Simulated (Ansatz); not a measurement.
```yaml
crystal:
  periodic: [true, true, true]
  atoms:
    - {symbol: C, position_ang: [-2.877893, 0.661967, 1.550711]}
    - {symbol: C, position_ang: [-1.971586, 1.159536, 0.479344]}
    - {symbol: C, position_ang: [-2.116720, 0.938895, -0.909161]}
    - {symbol: C, position_ang: [-1.080280, 1.609039, -1.590671]}
    - {symbol: C, position_ang: [-0.273483, 2.237812, -0.619238]}
    - {symbol: C, position_ang: [-0.821158, 1.954455, 0.652948]}
    - {symbol: Ti, position_ang: [-0.070852, -0.062792, -0.294756]}
    - {symbol: Cl, position_ang: [-1.390348, -1.955068, -0.214617]}
    - {symbol: C, position_ang: [1.455175, 0.006699, 1.455004]}
    - {symbol: C, position_ang: [2.054110, 0.653244, 0.348160]}
    - {symbol: C, position_ang: [2.245255, -0.305559, -0.663870]}
    - {symbol: C, position_ang: [1.800151, -1.562239, -0.180828]}
    - {symbol: C, position_ang: [1.839471, -2.850822, -0.922296]}
    - {symbol: C, position_ang: [1.323747, -1.358296, 1.127103]}
    - {symbol: H, position_ang: [-2.362449, 0.596712, 2.510543]}
    - {symbol: H, position_ang: [-3.724930, 1.343846, 1.674285]}
    - {symbol: H, position_ang: [-3.269383, -0.325266, 1.303997]}
    - {symbol: H, position_ang: [-2.869297, 0.314033, -1.363928]}
    - {symbol: H, position_ang: [-0.945005, 1.654162, -2.658676]}
    - {symbol: H, position_ang: [0.601135, 2.836020, -0.819094]}
    - {symbol: H, position_ang: [-0.436070, 2.299085, 1.601137]}
    - {symbol: H, position_ang: [0.279003, -0.200920, -1.918810]}
    - {symbol: H, position_ang: [1.187894, 0.462657, 2.395646]}
    - {symbol: H, position_ang: [2.314891, 1.697580, 0.290087]}
    - {symbol: H, position_ang: [2.685034, -0.131015, -1.633559]}
    - {symbol: H, position_ang: [1.011873, -3.495778, -0.625868]}
    - {symbol: H, position_ang: [2.776676, -3.378777, -0.720405]}
    - {symbol: H, position_ang: [1.770883, -2.684617, -1.998469]}
    - {symbol: H, position_ang: [0.864156, -2.114593, 1.745294]}
basis:
  gaussian: {orbitals: ANO-RCC-VTZP, final_grid: {core_spheres: 5, valence_spheres: 4, degree: 11}}
hamiltonian: {xc: {name: SPW92}}
```

```sh
$ ansatz run in.yaml --threads 11 --pin off --events-out ev --progress --plain --max-ram 110592MiB --backend cuda --devices 0, --max-vram 75GiB
```

It prints (some lines left out):

```
Error: YAML parse error: error: line 2 column 3: crystal: missing field `lattice` (a structure is typed as `lattice` and `atoms`, a molecule's as `atoms` in Å alone, or read from a run's directory, `checkpoint`)
 --> <input>:2:3
1 | crystal:
2 |   periodic: [true, true, true]
3 |   atoms:
4 |     - {symbol: C, position_ang: [-2.877893, 0.661967, 1.550711]}
```

In this input the molecule is marked periodic without a cell. The input was rejected before any iteration.
